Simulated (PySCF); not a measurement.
**Löwdin shares of the frontier orbitals**

Compound: C4H8SSi2.
SMILES with atom numbers: `[CH2:1]=[CH:2][C:3]#[C:4][SiH2:5][S:6][SiH3:7]` (hydrogens: H8, H9 on C1; H10 on C2; H11, H12 on Si5; H13, H14, H15 on Si7)

Computed, not measured: PySCF, TDDFT CAM-B3LYP/def2-SVPD, vertical, gas phase, core orbitals frozen in the response. The structure is a single GFN2-xTB conformer in the gas phase; no vibrational or solvent corrections. Torsions of this conformer, `[CH2:1]=[CH:2][C:3]#[C:4][SiH2:5][S:6][SiH3:7]`: C4–Si5–S6–Si7 180°.

Kohn–Sham orbitals with the atoms that hold most of them (Löwdin shares over 4%, at most four atoms; ? is withheld):

```tsv
orbital	ε (eV)	atoms
LUMO+2	1.04	S6 22%, Si7 21%, Si5 18%, C4 5%
LUMO+1	0.38	Si5 20%, S6 16%, C4 13%, C3 12%
LUMO	-0.30	C1 28%, C2 20%, C4 16%, C3 14%
HOMO	?	?
HOMO-1	-8.58	?
HOMO-2	-9.45	C4 35%, C3 33%, S6 11%, Si5 6%
HOMO-3	-9.93	S6 59%, Si7 13%, Si5 8%, C4 5%
```

(1) Which atoms hold the HOMO, and with what shares?

(2) Which atoms hold the HOMO-1, and with what shares?

(3) What is the HOMO energy, and the HOMO–LUMO gap?

## Answers

(1) S6 (bonded to 2 Si) 71%; Si7 (bonded to S and 3 H) 10%; Si5 (bonded to C, S and 2 H) 9%. By element: sulfur 71%, silicon 18%.

(2) C4 (bonded to C and Si) 27%; C1 (bonded to C and 2 H) 23%; C3 (bonded to 2 C) 22%; C2 (bonded to 2 C and H) 17%.

(3) ε(HOMO) = -8.50 eV; the gap is 8.20 eV (0.3013 hartree).

**Question.** How does S1 compare with the orbital gap of 8.20 eV?

**Answer.** S1 is at 5.20 eV (f = 0.0001), 2.99 eV below the gap, made of HOMO-2→LUMO (82%). Its leading pair isn't HOMO and LUMO; the energies of that pair differ by 9.15 eV. Without the coupling terms of the response equations the lowest excitation would equal the gap.

**Question.** Give energy, strength and leading configuration of S1, S2, S4 and S5, and follow the Löwdin shares of the leading atoms from the occupied to the empty orbital.

**Answer.** 
- S1 (5.20 eV, f 0.0001), HOMO-2→LUMO (82%): C4 35% → 16%, C3 33% → 14%, C1 at most 7% → 28%, C2 at most 7% → 20%
- S2 (5.37 eV, f 0.295), HOMO-1→LUMO (78%): C4 27% → 16%, C1 23% → 28%, C2 17% → 20%
- S4 (5.76 eV, f 0.011), HOMO→LUMO+1 (93%): S6 71% → 16%, Si7 10% → at most 13%, Si5 9% → 20%
- S5 (6.09 eV, f 0.0070), HOMO→LUMO (94%): S6 71% → at most 15%, Si7 10% → at most 15%, C1 at most 4% → 28%, C2 at most 4% → 20%
